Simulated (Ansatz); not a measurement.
# One elementary step

Start structure (SiN2H7F, singlet), relaxed at PBE0-D4/def2-TZVP:

```xyz
11
angstrom
Si 0.3106 0.2442 -0.6437
F 0.2088 1.3864 0.4913
H -1.0646 -0.1571 -0.9958
H 1.2183 -0.8040 -0.1398
N 1.0174 0.8388 -2.0793
H -0.4535 -1.6537 2.3659
N -0.9519 -0.9800 1.7980
H 0.5032 1.4319 -2.7098
H 2.0080 1.0058 -2.1456
H -1.9313 -1.2358 1.8113
H -0.8650 -0.0765 2.2473
```

The step: SiNH₄F ([NH2][SiH2][F]) + NH₃ → SiN₂H₆ ([NH2][SiH2][NH2]) + HF; bonds formed: Si1–N7, F2–H6; bonds broken: Si1–F2, H6–N7. Program: Ansatz 0.2.0. Basis: def2-TZVPP and def2-QZVPP. Cores are frozen in the correlated methods. Extrapolation: Hartree–Fock as exp(−7.88 √X), correlation as X^−2.97. Energies below are by CCSD(T) at an estimated basis limit (MP2 extrapolated from triple and quadruple zeta, plus CCSD(T) − MP2 in triple zeta).

What are the electronic barrier and the energy of the step, from the start structure to the end structure? (To be estimated.)

By the calculation: Barrier 28.75 kcal/mol; step energy 14.06 kcal/mol (uphill); reverse barrier, their difference, 14.69 kcal/mol. Barrier and step energy count from the start structure, the reverse barrier from the end structure.

The saddle point: One imaginary mode of 551i cm⁻¹.
| pair | start (Å) | saddle (Å) | end (Å) |
| --- | --- | --- | --- |
| Si1–N7 | 3.01 | 1.85 | 1.75 |
| F2–H6 | 3.63 | 1.26 | 0.96 |
| Si1–F2 | 1.61 | 2.20 | 3.31 |
| H6–N7 | 1.01 | 1.17 | 1.67 |

Zero-point energy (harmonic, PBE0-D4): ZPE is 51.85 kcal/mol at the start and 51.48 kcal/mol at the saddle, so the barrier goes from 28.75 to 28.38 kcal/mol.

The T1 diagnostic stays at or below 0.012.

The step is the kind of exchange with an N–H group that builds nitride films in atomic layer and chemical vapour deposition.

Labels in which every atom is bracketed show which atoms are joined, not bond orders.

For scale, one of the runs: CCSD(T)/def2-TZVPP, 233 basis functions (an equivalent command: `ansatz run in.yaml --threads 4`). Hardware: 4 CPU threads, shared host. Wall time 94 s; peak host memory 4.2 GiB.
